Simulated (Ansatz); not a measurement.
A nudged elastic band was laid between two geometries of BH5N2 + H2O (11 atoms, charge 0, multiplicity 1).

These are results of RKS PBE0-D4/6-31G* (Ansatz), not measurements.

```json
{
  "movable images": "5",
  "climbing image": "yes",
  "spring": "5.0 eV/Å²",
  "optimiser": "quadratic models (default)",
  "start path": "through a guess of the saddle point",
  "force threshold": "0.03 eV/Å",
  "iteration limit": "60",
  "end points": "relaxed"
}
```

Image 0:

```xyz
11
Properties=species:S:1:pos:R:3
B -0.022 -0.712 -0.396
H 0.046 -1.870 -0.081
N 1.153 0.043 -0.555
H 2.069 -0.344 -0.401
H 1.130 1.046 -0.680
N -1.313 -0.110 -0.555
H -2.133 -0.696 -0.562
H -1.428 0.710 -1.136
O -0.378 2.414 0.619
H -0.848 1.561 0.628
H 0.244 2.334 1.352
```

Image 6:

```xyz
11
Properties=species:S:1:pos:R:3
B -0.172 0.496 -0.702
H 0.350 0.585 3.368
N 1.109 0.157 -1.210
H 1.275 -0.591 -1.860
H 1.940 0.492 -0.751
N -1.366 -0.117 -1.193
H -1.359 -0.723 -1.998
H -2.284 0.249 -0.999
O -0.201 1.450 0.306
H -1.095 1.613 0.624
H 0.324 0.765 2.644
```

(1) What changes between the two ends?

(2) What energy profile does the band end with?

(3) What is the geometry of the highest image?

## Answers

(1) Bonds broken: B1–H2, O9–H11. Bonds formed: B1–O9, H2–H11. BH5N2 + H2O becomes BH5N2O + H2.

(2) It converged. The highest image is number 3 of 0 to 6, 1.77 eV above the first end and 2.42 eV above the last; the last end lies 0.65 eV below the first. Neighbouring images differ by up to 2.4 eV, so the band resolves the path poorly. A vibrational analysis at the climbing image gives one clearly imaginary mode, 1431i cm⁻¹: a first-order saddle point. The orbitals stay closed-shell, which can raise the energy where a bond breaks towards radicals; this wasn't checked here.

| image | path coordinate (Å) | energy (eV) | B1–H2 (Å) | O9–H11 (Å) | B1–O9 (Å) |
| --- | --- | --- | --- | --- | --- |
| 0 | 0.00 | 0.00 | 1.20 | 0.97 | 3.31 |
| 1 | 2.36 | 0.08 | 1.20 | 0.96 | 3.15 |
| 2 | 4.72 | 0.08 | 1.20 | 0.96 | 3.08 |
| 3 | 7.08 | 1.77 | 1.45 | 1.22 | 1.61 |
| 4 | 9.53 | -0.65 | 3.57 | 2.47 | 1.39 |
| 5 | 11.98 | -0.64 | 3.68 | 3.15 | 1.38 |
| 6 | 14.43 | -0.65 | 4.10 | 2.49 | 1.39 |

(3) 
```xyz
11
Properties=species:S:1:pos:R:3
B -0.058 0.372 -0.124
H -0.019 -0.421 1.093
N 1.149 0.421 -0.907
H 1.413 -0.416 -1.408
H 1.955 0.861 -0.487
N -1.340 0.048 -0.743
H -1.924 -0.655 -0.314
H -1.312 -0.075 -1.746
O -0.135 1.674 0.813
H -1.050 1.975 0.684
H -0.159 0.592 1.370
```

Time of the run: 7.2 min on 1 thread of Arm Neoverse V2 (shared host), peak memory 0.17 GiB.
